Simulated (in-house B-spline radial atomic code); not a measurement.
Whole-atom quantities along the 45-electron series, configuration [Kr] 4d9. Computed with a B-spline radial code for spherical atoms: non-relativistic Hartree-Fock, average of the configuration, point nuclei.

This level leaves out relativity, spin-orbit splitting included, which matters for heavy ions.

```json
{"ion": "Sm17+", "Z": "62", "E/Z² (Eh)": "-2.5855", "Σ<r²> (bohr²)": "8.4238", "n(0)/Z³ (bohr⁻³)": "0.71064", "Lamb diamagnetic shielding (ppm)": "6556.41", "repulsion over attraction": "0.13203"}
{"ion": "Eu18+", "Z": "63", "E/Z² (Eh)": "-2.598", "Σ<r²> (bohr²)": "7.9698", "n(0)/Z³ (bohr⁻³)": "0.71115", "Lamb diamagnetic shielding (ppm)": "6682.14", "repulsion over attraction": "0.13043"}
{"ion": "Gd19+", "Z": "64", "E/Z² (Eh)": "-2.6102", "Σ<r²> (bohr²)": "7.5535", "n(0)/Z³ (bohr⁻³)": "0.71164", "Lamb diamagnetic shielding (ppm)": "6807.84", "repulsion over attraction": "0.12886"}
{"ion": "Tb20+", "Z": "65", "E/Z² (Eh)": "-2.6221", "Σ<r²> (bohr²)": "7.1705", "n(0)/Z³ (bohr⁻³)": "0.71213", "Lamb diamagnetic shielding (ppm)": "6933.52", "repulsion over attraction": "0.12732"}
{"ion": "Dy21+", "Z": "66", "E/Z² (Eh)": "-2.6338", "Σ<r²> (bohr²)": "6.8172", "n(0)/Z³ (bohr⁻³)": "0.7126", "Lamb diamagnetic shielding (ppm)": "7059.18", "repulsion over attraction": "0.12581"}
{"ion": "Ho22+", "Z": "67", "E/Z² (Eh)": "?", "Σ<r²> (bohr²)": "?", "n(0)/Z³ (bohr⁻³)": "?", "Lamb diamagnetic shielding (ppm)": "?", "repulsion over attraction": "?"}
{"ion": "Er23+", "Z": "68", "E/Z² (Eh)": "-2.6562", "Σ<r²> (bohr²)": "6.1878", "n(0)/Z³ (bohr⁻³)": "0.71351", "Lamb diamagnetic shielding (ppm)": "7310.44", "repulsion over attraction": "0.12287"}
{"ion": "Tm24+", "Z": "69", "E/Z² (Eh)": "?", "Σ<r²> (bohr²)": "?", "n(0)/Z³ (bohr⁻³)": "?", "Lamb diamagnetic shielding (ppm)": "?", "repulsion over attraction": "?"}
{"ion": "Yb25+", "Z": "70", "E/Z² (Eh)": "-2.6776", "Σ<r²> (bohr²)": "5.6448", "n(0)/Z³ (bohr⁻³)": "0.71438", "Lamb diamagnetic shielding (ppm)": "7561.64", "repulsion over attraction": "0.12004"}
{"ion": "Lu26+", "Z": "71", "E/Z² (Eh)": "-2.6879", "Σ<r²> (bohr²)": "5.4006", "n(0)/Z³ (bohr⁻³)": "0.7148", "Lamb diamagnetic shielding (ppm)": "7687.21", "repulsion over attraction": "0.11867"}
{"ion": "Hf27+", "Z": "72", "E/Z² (Eh)": "-2.698", "Σ<r²> (bohr²)": "5.1725", "n(0)/Z³ (bohr⁻³)": "0.71521", "Lamb diamagnetic shielding (ppm)": "7812.78", "repulsion over attraction": "0.11732"}
{"ion": "Ta28+", "Z": "73", "E/Z² (Eh)": "?", "Σ<r²> (bohr²)": "?", "n(0)/Z³ (bohr⁻³)": "?", "Lamb diamagnetic shielding (ppm)": "?", "repulsion over attraction": "?"}
{"ion": "W29+", "Z": "74", "E/Z² (Eh)": "-2.7174", "Σ<r²> (bohr²)": "4.7587", "n(0)/Z³ (bohr⁻³)": "0.716", "Lamb diamagnetic shielding (ppm)": "8063.87", "repulsion over attraction": "0.11471"}
{"ion": "Re30+", "Z": "75", "E/Z² (Eh)": "-2.7268", "Σ<r²> (bohr²)": "4.5708", "n(0)/Z³ (bohr⁻³)": "0.71638", "Lamb diamagnetic shielding (ppm)": "8189.4", "repulsion over attraction": "0.11344"}
{"ion": "Os31+", "Z": "76", "E/Z² (Eh)": "-2.736", "Σ<r²> (bohr²)": "4.394", "n(0)/Z³ (bohr⁻³)": "0.71676", "Lamb diamagnetic shielding (ppm)": "8314.92", "repulsion over attraction": "0.1122"}
{"ion": "Ir32+", "Z": "77", "E/Z² (Eh)": "-2.745", "Σ<r²> (bohr²)": "4.2276", "n(0)/Z³ (bohr⁻³)": "0.71712", "Lamb diamagnetic shielding (ppm)": "8440.44", "repulsion over attraction": "0.11098"}
{"ion": "Pt33+", "Z": "78", "E/Z² (Eh)": "-2.7538", "Σ<r²> (bohr²)": "4.0707", "n(0)/Z³ (bohr⁻³)": "0.71748", "Lamb diamagnetic shielding (ppm)": "8565.94", "repulsion over attraction": "0.10978"}
{"ion": "Au34+", "Z": "79", "E/Z² (Eh)": "-2.7625", "Σ<r²> (bohr²)": "3.9226", "n(0)/Z³ (bohr⁻³)": "0.71783", "Lamb diamagnetic shielding (ppm)": "8691.44", "repulsion over attraction": "0.10861"}
```

(1) Fill in the row of Ho22+.

(2) Fill in the row of Tm24+.

(3) Fill in the row of Ta28+.

(4) With what power of Z does the column «Σ<r²> (bohr²)» change over this range?

Answers

(1) E/Z² (Eh): -2.6451; Σ<r²> (bohr²): 6.4906; n(0)/Z³ (bohr⁻³): 0.71306; Lamb diamagnetic shielding (ppm): 7184.82; repulsion over attraction: 0.12433.

(2) E/Z² (Eh): -2.667; Σ<r²> (bohr²): 5.9066; n(0)/Z³ (bohr⁻³): 0.71395; Lamb diamagnetic shielding (ppm): 7436.05; repulsion over attraction: 0.12144.

(3) E/Z² (Eh): -2.7078; Σ<r²> (bohr²): 4.9589; n(0)/Z³ (bohr⁻³): 0.71561; Lamb diamagnetic shielding (ppm): 7938.33; repulsion over attraction: 0.116.

(4) A fit of the logarithm of its size against log Z from Z = 62 to 79 has slope -3.14. Unscreened non-relativistic hydrogenic orbitals would give -2.
